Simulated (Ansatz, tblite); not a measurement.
Removing an electron: B(CNMe)H3 (C₂H₆BN). The state is a singlet with charge 0. Geometry: r2SCAN-D4/def2-SVP. Ansatz, gas phase; energy differences of separate SCF runs; the oxidised species was run as a doublet alone.

```xyz
10

B    -0.218   -0.161    2.061
C    -0.056   -0.042    0.539
N     0.068    0.047   -0.621
C     0.213    0.157   -2.017
H    -0.275    1.076   -2.376
H    -0.250   -0.709   -2.514
H     1.280    0.193   -2.284
H     0.352   -1.193    2.391
H    -1.422   -0.204    2.278
H     0.307    0.835    2.543
```

The xTB rows come from tblite. HOMO above LUMO, or a gap near zero within one spin, warns that the state may not be the lowest or that an electron is smeared out.

```json
{"level": "GFN1-xTB", "−HOMO (eV)": "11.35", "vertical IE (eV)": "14.68", "−LUMO (eV)": "6.94", "HOMO–LUMO gap (eV)": "4.41", "remarks": "–"}
{"level": "GFN2-xTB", "−HOMO (eV)": "9.99", "vertical IE (eV)": "13.25", "−LUMO (eV)": "6.13", "HOMO–LUMO gap (eV)": "3.86", "remarks": "–"}
{"level": "PBE-D4/def2-TZVP", "−HOMO (eV)": "6.83", "vertical IE (eV)": "10.13", "−LUMO (eV)": "1.24", "HOMO–LUMO gap (eV)": "5.58", "remarks": "gap within one spin near zero (+1 doublet)"}
{"level": "r2SCAN-D4/def2-TZVP", "−HOMO (eV)": "7.11", "vertical IE (eV)": "10.21", "−LUMO (eV)": "1.01", "HOMO–LUMO gap (eV)": "6.11", "remarks": "–"}
{"level": "PBE0-D4/def2-TZVP", "−HOMO (eV)": "8.09", "vertical IE (eV)": "10.37", "−LUMO (eV)": "0.25", "HOMO–LUMO gap (eV)": "7.84", "remarks": "–"}
```

Relaxing the oxidised species (r2SCAN-D4/def2-SVP) changes its energy by -1.15 eV at PBE-D4/def2-TZVP, so the adiabatic ionisation energy to this nearest minimum is 8.98 eV. At PBE0-D4/def2-TZVP it is 9.02 eV.    Raw xTB energy differences between charge states are shifted by several eV; the methods need an empirical correction for them.
